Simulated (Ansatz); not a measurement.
Cartesian coordinates in Å:
```
C 0.539 0.324 1.578
O -0.512 -0.440 1.028
B -0.780 -0.567 -0.280
C -0.019 0.086 -1.480
Cl -2.155 -1.636 -0.643
H 0.123 0.974 2.350
H 1.263 -0.350 2.039
H 1.046 0.936 0.830
H 0.681 0.877 -1.208
H -0.731 0.487 -2.206
H 0.544 -0.691 -2.009
```

Total charge 0; spin multiplicity 1.

(1) List the CAM-B3LYP/def2-TZVPP orbital energies in eV (Ansatz). (Estimate.)

## Answers

(1) The calculation gave: Occupied: -2763.83, -523.27, -280.49, -278.35, -258.63, -197.67, -197.56, -197.52, -187.22, -30.94, -24.53, -21.60, -21.51, -16.71, -15.05, -14.92, -14.01, -13.09, -12.52, -12.18, -11.24, -10.58, -10.07, -9.93. Lowest empty: 1.39, 1.53, 2.58, 2.95, 3.59, 3.73, 4.22, 4.31.
